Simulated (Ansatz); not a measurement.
Cost and result up the ladder for Mg₂Te₂ (4 atoms). Total charge 0; singlet. Geometry: r2SCAN-D4/def2-SVP.

```tsv
atom	x (Å)	y (Å)	z (Å)
Mg1	0.4460	-1.6555	0.2438
Mg2	0.4139	0.3544	-1.6437
Te3	0.8665	1.0612	1.1147
Te4	-1.7264	0.2399	0.2852
```

Ansatz on 4 threads of Arm Neoverse V1 on a shared host. Times are rough, and most runs start from the orbitals of an earlier one. No level here is sound enough to serve as a yardstick. Binding counts from free atoms at the same level (Mg singlet, Te triplet; other spins of the atoms weren't run), without zero-point energy or a counterpoise term.

In the def2 sets Te takes a core potential; there is no spin–orbit coupling. Correlated methods freeze 10 core orbitals; core or outer-core shells of Mg, Te are correlated, in sets that lack core-valence functions. Another isomer (singlet) lies 2.03 eV lower at PBE0-D4/def2-TZVP; other spin states weren't run for this one.

Correlated methods converge slowly with the basis.

```tsv
level	functions	wall time	binding energy per atom (eV)	remarks
LDA (SPW92)/def2-TZVP	164	0.95 s	1.74	restricted SCF unstable in HF
PBE-D4/def2-TZVP (with forces)	164	1.8 s	1.45	restricted SCF unstable in HF
PBE0-D4/def2-TZVP	164	2.5 s	1.36	restricted SCF unstable in HF
r2SCAN-D4/def2-TZVP	164	3.5 s	1.40	restricted SCF unstable in HF
ωB97X-V/def2-TZVP	164	6.5 s	1.27	restricted SCF unstable in HF
CCSD(T)/def2-TZVPP	164	1.8 min	1.20	restricted SCF unstable
```
